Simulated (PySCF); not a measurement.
# A small calculation by hand: chemical shift, span and skew from a shielding tensor

silyl(silyloxy)silane (H8OSi3), SMILES [SiH3][SiH2]O[SiH3]. Atoms are numbered in the order given.

```xyz
12

Si     1.7505     1.1387     0.6002
O      1.1876    -0.2873    -0.0406
Si    -0.1447    -1.0762    -0.6621
Si    -2.1317    -0.0231     0.0408
H      2.4023     1.9535    -0.4593
H      2.7374     0.8285     1.6649
H      0.6179     1.9150     1.1813
H     -0.0721    -1.0794    -2.1509
H     -0.1129    -2.4883    -0.1934
H     -2.1876     1.3789    -0.4628
H     -3.3110    -0.7667    -0.4887
H     -2.2117     0.0058     1.5288
```

Geometry optimised at TPSSh-D3(BJ)/def2-SVP. Other conformers were not sampled.

GIAO shieldings from PBE/pcSseg-1 in PySCF, non-relativistic, no solvent. The symmetric part of the tensor of Si3 has the principal values 277.2, 325.8, 459.3 ppm. The same nucleus in TMS has σ = 335.4 ppm at this level (PySCF, at its B3LYP-D3(BJ)/def2-TZVP geometry).

Work out the isotropic shielding, the ²⁹Si shift against TMS, the span and the skew.


σ(iso) = (σ11 + σ22 + σ33)/3 = 354.1 ppm. δ = σ(ref) − σ(iso) = 335.4 − (354.1) = -18.7 ppm.
Span Ω = σ33 − σ11 = 182.1 ppm. Skew κ = 3(σ(iso) − σ22)/Ω = 0.47. Tumbling in solution averages the tensor to δ; in a static solid the shielding alone would spread this spin-1/2 line over Ω.
